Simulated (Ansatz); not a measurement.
Reaction (substitution at a C–C bond): `CC=C=C[SiH3]` + HI → `[SiH3]C=C=CI` + CH₄

Isolated molecules relaxed with PBE0-D4/def2-TZVP in Ansatz; ΔE leaves out vibrations. CBS: MP2 limit from def2 TZ/QZ plus the TZ coupled-cluster correction, frozen cores. This one scheme is used for every species. Functionals use def2-TZVPP. def2 core potentials past Kr. For I outer-core shells are correlated without core-valence functions, which leaves a few kJ/mol of doubt a bond.

```tsv
level	ΔE (kJ/mol)
CAM-B3LYP-D4	9.0
B2PLYP	1.7
revPBE	-0.6
HF/def2-SVP	28.3
```

(1) What does CCSD(T)/CBS give? (An estimate is asked.)

(2) What do rigid-rotor, harmonic-oscillator terms from PBE0-D4/def2-TZVP frequencies (298.15 K, 1 bar) make of the CCSD(T)/CBS value? (Best estimate.)

Largest T1 diagnostic among the species: 0.012.

## Answers

(1) Computed: +1.6 kJ/mol. The listed levels differ from it by 7.4, 0.1, -2.2, 26.7 kJ/mol.

(2) Computed: ΔZPE = +3.6 kJ/mol, ΔH = +5.9 kJ/mol, ΔS = -2 J/(mol·K), ΔG = +6.4 kJ/mol.

From BLYP to BHLYP (50 % exact exchange), in def2-TZVPP and without D4, ΔE moves by +12.5 kJ/mol. The D4 term adds −3.1 kJ/mol with B3LYP and −1.6 kJ/mol with PBE0; it sums over pairs of atoms, weighted by their polarisabilities, and B3LYP, whose exchange is more repulsive, gets the larger term. In def2-TZVPP, CCSD(T) changes the Hartree–Fock value by −13.6 kJ/mol (the triples alone add −4.3 kJ/mol) and MP2 by −21.1 kJ/mol.

CCSD(T)/CBS has its own doubt, a few kJ/mol and more with outer-core shells, so smaller differences from it don't rank the levels.

B3LYP here is the variant with VWN-RPA as its local correlation; programs differ in this.
